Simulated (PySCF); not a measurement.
[VF4]-: V(III) (d2), charge -1. The structure is a PBE0-D3(BJ)/def2-TZVP geometry optimised for multiplicity 3; coordination tetrahedral, point group Td, metal–donor distances 1.83 Å.

```
5

V     0.000    0.000    0.000
F     1.055    1.055    1.055
F     1.055   -1.055   -1.055
F    -1.055   -1.055    1.055
F    -1.055    1.055   -1.055
```

Method (PySCF 2.14, density fitting): CASSCF(2,5) with orbitals averaged over all microstates of the shell, strongly contracted NEVPT2 on the averaged canonical orbitals; basis x2c-TZVPall on the metal, x2c-SVPall elsewhere; spin-free X2C; IEF-PCM dichloromethane; spin-orbit coupling by state interaction with the mean-field operator over all roots.

Problem. Which term lies lowest, and with what spin?

Solution. 3A2 (S = 1, orbital degeneracy 1), with 2.0 electrons in the lower (e-type) set and 0.0 in the upper (t2-type) set, by NEVPT2.

Problem. Where do the spin-allowed transitions within the shell lie?

Solution. By NEVPT2: 3T2 at 8693 cm⁻¹ (1150 nm); 3T1 at 14181 cm⁻¹ (705 nm); 3T1 at 22900 cm⁻¹ (437 nm). The strongest, at 22900 cm⁻¹, has f = 1.0e-03.

Problem. Which is the lowest state of another spin?

Solution. 1E at 12415 cm⁻¹ by NEVPT2; CASSCF alone puts it at 14486 cm⁻¹ above the same ground state.

Problem. Give the fitted ligand-field and repulsion parameters.

Solution. At CASSCF level (the NEVPT2 levels don't fit a ligand-field model well): orbital energies 0, 0, 7834, 7834, 7834 cm⁻¹; 10Dq = 7834 cm⁻¹; B = 946 cm⁻¹; C = 3662 cm⁻¹; B over its free-ion value at the same level 0.871; rms of the fit 294 cm⁻¹; ζ = 179 cm⁻¹ (free ion 209).

Problem. What are the magnetic parameters?

Solution. The ground multiplet follows a spin Hamiltonian with S = 1, g = 1.925, 1.925, 1.925, D = 0 (spin-orbit part alone); the lowest levels hold 100 % of the spin-free ground state. μeff is 2.80 μB at 300 K and 2.73 μB at 10 K; the spin-only value is 2.83 μB.

No frequencies were computed for the optimised geometry. NEVPT2 on the d shell alone tends to put d–d bands too high for such charged or covalently bound ions.

The job took 4.2 s on one thread of Arm Neoverse V1 (shared host), with 104 basis functions, launched as `OMP_NUM_THREADS=1 python lf_run.py task.json out`.
